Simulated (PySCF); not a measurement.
Isomers of C5H9NOSi, mass 127.045 u with the commonest isotopes. Method: CAM-B3LYP/def2-SVPD in PySCF (dipole) on a GFN2-xTB geometry, gas phase. One conformer each, none proved a minimum here; rigid rotors.

**Question.** Order these by out-of-plane moment Σ m c² = (Ia + Ib − Ic)/2, largest first.
A. `[O:1]=[CH:2][NH:3][C@@H:4]1[CH:5]=[CH:6][SiH2:7][CH2:8]1` with O1–C2–N3–C4 0°, C2–N3–C4–C5 -120°, N3–C4–C5–C6 -109°, C5–C6–Si7–C8 -6°, C6–Si7–C8–C4 13°, N3–C4–C8–Si7 104°
B. `[CH:1]#[C:2][SiH2:3][N:4]([CH:5]=[O:6])[CH2:7][CH3:8]` with C2–Si3–N4–C5 68°, Si3–N4–C5–O6 -1°, Si3–N4–C7–C8 -78°
C. `[SiH3:1][CH2:2][CH2:3][c:4]1[n:5][cH:6][cH:7][o:8]1` with Si1–C2–C3–C4 -57°, C2–C3–C4–N5 -87°

**Answer.** B (46.82 u·Å²), C (41.32 u·Å²), A (33.25 u·Å²).

**Question.** Order these by rotational constant C, largest first.
A. `[O:1]=[CH:2][NH:3][C@@H:4]1[CH:5]=[CH:6][SiH2:7][CH2:8]1` with O1–C2–N3–C4 0°, C2–N3–C4–C5 -120°, N3–C4–C5–C6 -109°, C5–C6–Si7–C8 -6°, C6–Si7–C8–C4 13°, N3–C4–C8–Si7 104°
B. `[N:1]#[C:2][CH2:3]/[CH:4]=[CH:5]\[CH2:6][O:7][SiH3:8]` with C2–C3–C4–C5 -72°, C4–C5–C6–O7 -166°, C5–C6–O7–Si8 -76°
C. `[SiH3:1][CH2:2][CH2:3][c:4]1[n:5][cH:6][cH:7][o:8]1` with Si1–C2–C3–C4 -57°, C2–C3–C4–N5 -87°
D. `[CH:1]#[C:2][SiH2:3][N:4]([CH:5]=[O:6])[CH2:7][CH3:8]` with C2–Si3–N4–C5 68°, Si3–N4–C5–O6 -1°, Si3–N4–C7–C8 -78°

**Answer.** C (1025 MHz), D (948.0 MHz), A (877.3 MHz), B (659.8 MHz).

**Question.** Order these by rotational constant A, smallest first.
A. `[N:1]#[C:2][CH2:3]/[CH:4]=[CH:5]\[CH2:6][O:7][SiH3:8]` with C2–C3–C4–C5 -72°, C4–C5–C6–O7 -166°, C5–C6–O7–Si8 -76°
B. `[SiH3:1][CH2:2][CH2:3][c:4]1[n:5][cH:6][cH:7][o:8]1` with Si1–C2–C3–C4 -57°, C2–C3–C4–N5 -87°
C. `[O:1]=[CH:2][NH:3][C@@H:4]1[CH:5]=[CH:6][SiH2:7][CH2:8]1` with O1–C2–N3–C4 0°, C2–N3–C4–C5 -120°, N3–C4–C5–C6 -109°, C5–C6–Si7–C8 -6°, C6–Si7–C8–C4 13°, N3–C4–C8–Si7 104°
D. `[CH:1]#[C:2][SiH2:3][N:4]([CH:5]=[O:6])[CH2:7][CH3:8]` with C2–Si3–N4–C5 68°, Si3–N4–C5–O6 -1°, Si3–N4–C7–C8 -78°

**Answer.** D (2867 MHz), B (3306 MHz), A (3662 MHz), C (4396 MHz).

```csv
SMILES,point group,Ia (u·Å²),Ib (u·Å²),Ic (u·Å²),κ,μa (D),μb (D),μc (D)
O=CN[C@@H]1C=C[SiH2]C1,C1,114.96,527.62,576.09,-0.95,2.90,0.07,2.20
C#C[SiH2]N(C=O)CC,C1,176.25,450.48,533.10,-0.82,2.48,1.99,1.52
[SiH3]CCc1ncco1,C1,152.86,422.98,493.19,-0.85,0.16,0.55,0.77
N#CC/C=C\CO[SiH3],C1,138.00,694.28,765.91,-0.95,0.15,3.20,0.32
```
